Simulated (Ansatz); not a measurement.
Cartesian coordinates in Å:
```
O -1.374 -0.975 1.422
Ti 0.031 -0.218 0.472
Cl 1.740 -0.701 2.006
C -1.385 1.648 0.088
C -0.161 1.924 -0.558
C 0.837 2.023 0.425
C 0.217 1.861 1.688
C -1.147 1.644 1.478
C 1.570 -1.539 -0.839
C 0.505 -2.385 -0.458
C -0.664 -1.914 -1.080
C -0.339 -0.754 -1.804
C 1.057 -0.534 -1.664
H -1.394 -1.934 1.441
H -2.336 1.471 -0.393
H -0.015 2.020 -1.622
H 1.893 2.174 0.255
H 0.724 1.841 2.638
H -1.871 1.397 2.238
H 2.589 -1.621 -0.498
H 0.583 -3.224 0.217
H -1.658 -2.321 -0.971
H -1.027 -0.155 -2.380
H 1.623 0.273 -2.103
```

Total charge 0; spin multiplicity 1.

Q: List the ωB97M-V/def2-TZVPP orbital energies in eV (the Gaussian-basis code of Ansatz). (An estimate is asked.)

A: Ansatz gave: Occupied: -4880.91, -2770.10, -549.27, -525.44, -457.83, -457.81, -457.78, -282.18, -282.17, -282.11, -282.09, -282.06, -281.96, -281.94, -281.92, -281.85, -281.80, -260.50, -197.94, -197.87, -197.85, -69.63, -45.00, -44.94, -44.86, -29.31, -28.09, -27.82, -23.63, -23.28, -23.15, -22.95, -22.91, -18.47, -18.42, -18.14, -18.09, -18.01, -17.71, -15.60, -14.72, -14.12, -14.06, -13.94, -13.84, -13.59, -13.55, -13.48, -13.34, -13.30, -11.99, -11.73, -11.09, -10.88, -10.48, -10.26, -9.18, -9.15, -8.59. Lowest empty: 0.38, 0.88, 1.00, 1.13, 1.28, 1.49, 2.59, 2.71.
